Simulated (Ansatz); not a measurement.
System: WH₆ (charge -1, doublet). The spin state was set by rule; other spins were not relaxed. 
Structure (B3LYP-D3(BJ)/def2-TZVP (Ansatz, a first-principles code) minimum search):
```
W
H 1 1.7334
H 1 1.7334 2 115.62
H 1 1.7363 2 66.99 3 118.51
H 1 1.7363 2 124.42 4 -39.87
H 1 1.7509 2 122.18 4 59.70
H 1 1.8028 2 74.72 4 177.21
```
Charge -1, spin multiplicity 2.

Total electronic energies in hartree. Correlated levels leave the core frozen unless marked. UHF or UKS for open shells. No spin-orbit coupling. The frozen core is the preceding noble-gas configuration, with the filled d and f shells of earlier blocks. Past Kr the def2 sets carry scalar-relativistic core potentials. Basis-set limits of correlation are two-point, X^-3; Hartree-Fock from the larger set. The bracket is a focal-point correction in the basis named.

```tsv
level	program	energy (Eh)
HF/def2-SVP	Ansatz	-69.73698
HF/def2-SVPD	Ansatz	-69.74343
PBE/def2-TZVPD	Ansatz	-70.64884
PBE-D4/def2-TZVPD	Ansatz + dftd4	-70.65642
revPBE-D3(BJ)/def2-TZVPD	Ansatz + dftd3	-70.71043
B3LYP/def2-TZVPD	Ansatz	-70.66381
PBE0-D4/def2-TZVP	Ansatz + dftd4	-70.60634
r2SCAN0-D4/def2-TZVPD	Ansatz + dftd4	-70.59650
r2SCAN0/def2-TZVPD	Ansatz	-70.59441
wB97M-V/def2-TZVPD	Ansatz	-70.49472
B2PLYP-D3(BJ)/def2-TZVPD	Ansatz + dftd3	-70.40085
RI-MP2/def2-TZVPP	Ansatz	-70.07465
RI-MP2/CBS(def2-TZVPPD,def2-QZVPPD)	Ansatz	-70.1066
RI-MP2/CBS(def2-TZVPPD,def2-QZVPPD)+[CCSD(T)-MP2]/def2-SVPD	Ansatz	-70.1522
RI-MP2/CBS(def2-TZVPPD,def2-QZVPPD)+[CCSD(T)-MP2]/def2-TZVPPD	Ansatz	-70.1493
```

Totals of different functionals don't rank their quality; only differences between species are comparable.
